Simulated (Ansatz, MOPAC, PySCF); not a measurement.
Donor–acceptor adduct: BH3 (SMILES B) (first 4 atoms) with CHN (SMILES C#N); geometry from B3LYP-D3(BJ)/def2-TZVP, rigid monomers moved along the line of their centres of mass till B1···N6 is 2.78 Å.
(charge 0, multiplicity 1):
```xyz
7

B     -0.09690     0.04824     0.76958
H      0.66587     0.92707     0.45073
H      0.20389    -1.03113     0.32201
H     -1.25567     0.33333     0.59125
C      0.29443    -0.29934     4.65153
N      0.18046    -0.19811     3.52090
H      0.40088    -0.39388     5.70756
```

```
level                                                     interaction energy (kJ/mol)  minus MP2/CBS(aug-cc-pVDZ, aug-cc-pVTZ) + ΔCCSD(T)/aug-cc-pVDZ  cost
--------------------------------------------------------  ---------------------------  --------------------------------------------------------------  ----
AM1                                                                              -9.2                                                            19.7     -
PM3                                                                             -29.9                                                            -1.0     -
PM6                                                                             -16.0                                                            12.9     -
HF/aug-cc-pVTZ                                                                  -22.3                                                             6.6     -
PBE-D4/def2-TZVPPD                                                              -32.2                                                            -3.3    ×1
r2SCAN-D4/def2-TZVPPD                                                           -30.8                                                            -1.9    ×2
B3LYP/3-21G (no counterpoise)                                                   -45.8                                                           -16.9     -
B3LYP/6-31G* (no counterpoise)                                                  -29.9                                                            -1.0     -
PBE0/def2-TZVPPD                                                                -27.8                                                             1.1    ×1
PBE0-D3(BJ)/def2-TZVPPD                                                         -30.1                                                            -1.2    ×1
MP2/6-31G* (no counterpoise)                                                    -32.6                                                            -3.7     -
MP2/aug-cc-pVDZ                                                                 -29.6                                                            -0.7     -
CCSD/aug-cc-pVDZ                                                                -27.4                                                             1.5     -
MP2/CBS(aug-cc-pVDZ, aug-cc-pVTZ) + ΔCCSD(T)/aug-cc-pVDZ                        -28.9                                                             0.0    ×9
```

 The comparison column counts from a level with limits of its own.

The rows run from -45.8 (B3LYP/3-21G (no counterpoise)) to -9.2 kJ/mol (AM1). The dispersion term adds -2.3 in PBE0-D3(BJ).

Counterpoise-corrected where a basis set is named; no monomer relaxation. Rows marked so take none.

Correlated levels freeze the cores. CBS: X⁻³ extrapolation of the correlation energy, Hartree–Fock from the larger set. Rows in 3-21G, 6-31G* carry no dispersion term and start afresh at each structure (6-31G* with six Cartesian d functions). MP2/6-31G* freezes PySCF's default core. The state that AM1, PM3, PM6 reach isn't checked.

Codes used: Ansatz (Gaussian orbitals); MOPAC for AM1, PM3, PM6 (differences of heats of formation); PySCF for 3-21G rows, 6-31G* rows, the dispersion terms. Each number belongs to the level named beside it.

Costs are rough ratios of core time to PBE/def2-TZVPPD (about 4 s over the structures, on one shared machine); a dash marks a level with no comparable run of its own.

Ansatz is a first-principles code.
